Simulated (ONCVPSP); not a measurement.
Cl: one change to an ONCV potential, before and after

* Element: Cl
* Generator: ONCVPSP 4.0.1
* Type: optimised norm-conserving Vanderbilt (ONCV)
* Functional: PBE
* Relativity: scalar-relativistic
* Frozen core: [Ne]
* Valence charge: 7
* Reference configuration: 3s2 3p5
* Partial waves: 3s: rc 1.40 bohr, ncon 5, nbas 9, qcut 4.1 1/bohr, 1 projector; 3p: rc 1.10 bohr, ncon 4, nbas 7, qcut 8.2 1/bohr, 2 projectors, debl 3.6 Ha; d scattering state at 0.27 Ha: rc 1.10 bohr, ncon 5, nbas 9, qcut 7.3 1/bohr, local
* Local potential: the d channel
* Core correction: Teter function, fcfact 3, rcfact 1.8

All-electron outer shells of the reference configuration (PBE, scalar-relativistic, ld1.x):

```tsv
shell	level (eV)	outermost node (bohr)	outermost maximum (bohr)
2s	-252.70	0.12	0.36
2p	-191.63	–	0.30
3s	-20.69	0.55	1.29
3p	-8.59	0.53	1.43
```

Change: d: nproj 1; local potential polynomial inside 1.00 bohr (lpopt 3, dvloc0 -1 Ha).

Cutoffs: the cutoffs (Ha) at which the residual kinetic energy of the hardest occupied pseudo-wave falls to 1 and 0.1 mHa per electron; they do not see the model core or the augmentation charge, which bear on the density cutoff. Errors are all-electron minus pseudo energies relative to the spin-unpolarised reference configuration.

What does the change do?

The potential gets neither clearly harder nor softer (86 Ha and 110 Ha → 86 Ha and 110 Ha); of the 4 tests that both files solve, the error grows in 3 and shrinks in 0 by more than 15 % and 0.3 meV (median size 3.7 → 11.2 meV); neither file shows a bound ghost.

| quantity | base | changed |
| --- | --- | --- |
| cutoff, loose | 86 Ha | 86 Ha |
| cutoff, tight | 110 Ha | 110 Ha |
| bound ghosts | none | none |
| GHOST(+) flags under 300 eV | none | none |
| error for 3s2 3p4, meV [ΔE 13.88 eV] | +0.9 | +1.1 |
| error for 3s2 3p3, meV [ΔE 39.32 eV] | +5.7 | +7.0 |
| error for 3s2 3p2, meV [ΔE 77.63 eV] | +11 | +16 |
| error for 3s2 3p1, meV [ΔE 129.87 eV] | +1.8 | +16 |
| s: phases at 1.42 bohr within 0.05 rad from the reference energy up to (Ha; the scan ends near 5) | 1.6 | 1.3 |
| p: phases at 1.12 bohr within 0.05 rad from the reference energy up to (Ha; the scan ends near 5) | to the end of the scan | to the end of the scan |
| d: phases at 1.12 bohr within 0.05 rad from the reference energy up to (Ha; the scan ends near 5) | to the end of the scan | to the end of the scan |
| rms error of d²Exc/dni dnj with the model core, mHa | 3.18 | 3.18 |
